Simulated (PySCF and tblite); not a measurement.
C₉H₁₃F₂N, numbered as in [CH3:1][CH:2]([CH3:3])[c:4]1[c:5]([CH:6]([F:7])[F:8])[cH:9][cH:10][n:11]1[CH3:12]. Geometries GFN2-xTB; weights from PBE0-D3(BJ)/6-31G* energies and GFN2-xTB thermal corrections, with symmetry numbers and mirror pairs. Conformers within 2.5 kcal/mol (GFN2-xTB free energy) were kept, 4 at most. GIAO shieldings: PBE0/6-31G*. Shifts are against TMS (¹H), TMS (¹³C), CFCl3 (¹⁹F), NH3 (¹⁵N) at the same level. (PySCF 2.14, tblite 0.8.)

Torsions listed: C1–C2–C4–N11, C4–C5–C6–F7. Of a mirror pair one member is shown.

```tsv
conformer	shape	point group	mirror pair	ΔE(DFT)	Δ(G−E) at 298.15 K	δ H6 (ppm)
1	96°, 49°	C1	yes	0.00	0.00	6.83
2	94°, 176°	C1	yes	0.40	-0.17	7.29
3	-74°, 60°	C1	yes	1.08	-0.33	6.75
4	125°, -152°	C1	yes	1.62	-0.67	7.32
```

Energies in kcal/mol; the thermal term leaves out symmetry numbers and mirror images.

Task: Work out the weights at 298.15 K and the ¹H shift of H6 under fast exchange.

Result: RT = 0.592 kcal/mol. Each conformer gets RT ln(σ/g), with σ the rotational symmetry number and g = 2 for a mirror pair: 1: σ = 1, g = 2, G = 0.00 + 0.00 − 0.41 = -0.41, 0.00 above the lowest, exp(−ΔG/RT) = 1.000; 2: σ = 1, g = 2, G = 0.40 − 0.17 − 0.41 = -0.18, 0.23 above the lowest, exp(−ΔG/RT) = 0.679; 3: σ = 1, g = 2, G = 1.08 − 0.33 − 0.41 = 0.34, 0.75 above the lowest, exp(−ΔG/RT) = 0.280; 4: σ = 1, g = 2, G = 1.62 − 0.67 − 0.41 = 0.54, 0.95 above the lowest, exp(−ΔG/RT) = 0.202. The sum is 2.161, so the weights are 46.3, 31.4, 13.0, 9.3 %. The averaged shift is 7.01 ppm. At 298.15 K the leading conformer alone gives 6.83 ppm and bare DFT energies give 6.98 ppm.

The minima are those of GFN2-xTB; planar forms about aryl–S or allylic bonds may be saddles in DFT. For its torsions the set is small; conformers may be missing.


¹⁵N shifts are against a computed isolated NH3 molecule, about 20 ppm from the liquid.

Conformer gaps in 6-31G* on xTB geometries can be 2 kcal/mol off for S=O, P=O and other polar bonds.